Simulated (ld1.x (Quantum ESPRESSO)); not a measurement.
LDA (PZ) PAW dataset for Cu (Z = 29), scalar-relativistic all-electron reference.

Cu, PAW, made with ld1.x (Quantum ESPRESSO) 7.5 (LDA (PZ), scalar-relativistic). Core [Ne], reference 3s2 3p6 3d8 4s0 4p0 (charge +3). Waves: 3s (bound): rcut 1.00, rcutus 1.10 bohr; 4s (bound, empty): rcut 1.00, rcutus 1.10 bohr; 3p (bound): rcut 1.00, rcutus 1.90 bohr; 4p (bound, empty): rcut 1.00, rcutus 1.90 bohr; 3d (bound): rcut 1.15, rcutus 1.35 bohr; 3d channel at -2.8 Ry: rcut 1.15, rcutus 1.35 bohr. Local part: all-electron potential smoothed inside 0.90 bohr (lloc = -1). Core correction: Bessel-smoothed model core inside 1.00 bohr. Augmentation charge: PSQ, inside the norm-conserving radii.

* Cutoffs needed: 60 Ry and 110 Ry (the cutoffs (Ry, on a coarse ladder) from which the occupation-weighted sum of valence levels, in a spherical-Bessel basis at the reference potential, stays within 10 and 1 mRy of its value at 400 Ry)
* Ghost test: no extra level below or beside the all-electron valence levels (s, p, d, f tested) (spherical-Bessel basis up to 400 Ry, 20 bohr box)
* Largest excitation error: -30 meV (all-electron minus pseudo) for 3s2 3p6 3d7 4s0 4p0, out of 7 test configurations
* Lowest eigenvalue of the overlap operator: 0.08 (s channel)
* Density cutoff estimated by the generator: 319 Ry
